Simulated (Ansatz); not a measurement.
Computed with Ansatz on PBE0-D4/def2-TZVP structures; ΔE is electronic, products minus reactants. CCSD(T)/CBS adds triple-zeta CCSD(T) − MP2 to the extrapolated MP2 energy (def2 sets, frozen cores). This one scheme is used for every species, atoms too. DFT in def2-TZVPP. B3LYP here is the variant with VWN-RPA as its local correlation; programs differ in this. Open shells (•) are unrestricted, without spin–orbit coupling. Spin–orbit coupling would lower the free atoms: a little for C, O; clearly for Ge. For Ge outer-core shells are correlated without core-valence functions, so the limit isn't a true one: a few kJ/mol of doubt a bond, and 10 to 20 or more in all where bonds break to atoms. Scalar relativity is left out up to krypton. Each species was taken in one conformer, which may not be the lowest.

Consider the atomization: `O=C[CH2][GeH3]` → 2 C• + Ge• + 6 H• + O•.

```csv
level,ΔE (kJ/mol),difference from CCSD(T)/CBS
PBE-D4,3653.5,60.7
r2SCAN-D4,3599.3,6.5
PBE0-D4,3584.4,-8.4
B3LYP-D4,3579.8,-13.0
ωB97X-V,3599.6,6.8
ωB97M-V,3583.4,-9.4
B2PLYP,3550.1,-42.7
PBE,3636.3,43.5
r2SCAN,3595.1,2.3
PBE0,3569.9,-22.9
B3LYP,3551.9,-40.9
HF/def2-TZVPP,2585.4,-1007.4
MP2/def2-TZVPP,3556.0,-36.8
SCS-MP2/def2-TZVPP,3545.5,-47.3
CCSD/def2-TZVPP,3460.7,-132.1
CCSD(T)/def2-TZVPP,3515.8,-77.0
HF/def2-QZVPP,2588.0,-1004.8
MP2/def2-QZVPP,3601.1,8.3
SCS-MP2/def2-QZVPP,3598.5,5.7
HF/CBS(def2),2588.4,-1004.4
MP2/CBS(def2),3633.0,40.2
CCSD/CBS(def2),3537.7,-55.1
CCSD(T)/CBS,3592.8,0
```

Largest T1 diagnostic among the species: 0.013.

In def2-TZVPP, CCSD(T) changes the Hartree–Fock value by +930.4 kJ/mol (the triples alone add +55.1 kJ/mol) and MP2 by +970.6 kJ/mol; breaking electron pairs costs correlation energy, which Hartree–Fock lacks. The D4 term adds +27.8 kJ/mol with B3LYP and +14.5 kJ/mol with PBE0; it sums over pairs of atoms, weighted by their polarisabilities, and B3LYP, whose exchange is more repulsive, gets the larger term.

For atomizations the MP2-based limit and the directly extrapolated one differ by several kJ/mol either way, and by 10 to 25 for some Ge, Se and Sn compounds, so smaller differences from it don't rank the levels.
